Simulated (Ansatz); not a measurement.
C2H7AlBF, SMILES `[CH3][AlH][B](C)F`. Total charge 0; spin multiplicity 1. All single points use the PBE0-D4/def2-TZVP geometry. It is one conformer, not always the lowest.

```xyz
12

C     1.049   -2.122    0.406
Al   -0.574   -1.049    0.183
B    -0.613    1.109    0.413
C    -0.369    2.164   -0.717
F    -0.845    1.592    1.643
H     1.932   -1.542    0.683
H     1.278   -2.663   -0.519
H     0.896   -2.889    1.174
H    -1.913   -1.829   -0.213
H    -0.573    3.192   -0.408
H    -0.951    1.934   -1.615
H     0.683    2.103   -1.030
```

Question: What is the dipole moment at r2SCAN/def2-TZVPP? (Estimate.)

Answer: Computed: 1.28 D, with components (0.89, 0.16, -0.91) D in this frame, pointing from negative to positive charge.

Question: And with PBE, B3LYP, ωB97M-V? (An estimate is asked.)

Answer: Computed: PBE 1.25 D, B3LYP 1.26 D, ωB97M-V 1.25 D.

Question: Give the Mulliken charges with r2SCAN, B3LYP, PBE in def2-TZVPP. (Best estimate.)

Answer: Computed: 
| atom | r2SCAN | B3LYP | PBE |
| --- | --- | --- | --- |
| C1 | -0.38 | -0.44 | -0.42 |
| Al2 | 0.36 | 0.27 | 0.20 |
| B3 | 0.27 | 0.29 | 0.26 |
| C4 | -0.24 | -0.32 | -0.33 |
| F5 | -0.24 | -0.23 | -0.19 |
| H6 | 0.06 | 0.09 | 0.10 |
| H7 | 0.06 | 0.09 | 0.09 |
| H8 | 0.07 | 0.09 | 0.09 |
| H9 | -0.17 | -0.15 | -0.12 |
| H10 | 0.07 | 0.10 | 0.10 |
| H11 | 0.07 | 0.10 | 0.11 |
| H12 | 0.07 | 0.10 | 0.11 |

B3LYP here is the variant with VWN-RPA as its local correlation; programs differ in this.
